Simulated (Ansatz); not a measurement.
The N3–H4 bond of H3NSe (SMILES N[SeH]) is stretched (multiplicity 1, the rest rigid).
Geometry at rest (charge 0, multiplicity 1):
```xyz
5

Se    -0.0430     0.3156     0.2326
H     -1.2669     0.7729    -0.4779
N      0.3666    -1.2273    -0.7248
H      0.5479    -1.0107    -1.6964
H     -0.3858    -1.9010    -0.6611
```

Frozen-core correlation. Filled d and f shells under p-block atoms count as core.

The values were computed with Ansatz (a program for electronic structure) with Gaussian orbitals. Each number belongs to the level named beside it.

FIC-MRCISD+Q on CASSCF(2,2)/cc-pVTZ, total energies (hartree):

```tsv
R (Å)	CASSCF	MRCISD	weight c² of the reference
1.012	-2456.101788	-2456.452772	0.89324
1.771	-2455.989817	-2456.331556	0.88974
3.238	-2455.948191	-2456.282439	0.88933
```

Add the Davidson correction (E_MRCISD − E_CASSCF)(1 − c²)/c² and give the energies above the first point at the three levels.


Corrections (hartree): -0.041948, -0.042350, -0.041594. Above the first point (kcal/mol):
- R = 1.771 Å: CASSCF 70.3, MRCISD 76.1, with the correction 75.8
- R = 3.238 Å: CASSCF 96.4, MRCISD 106.9, with the correction 107.1
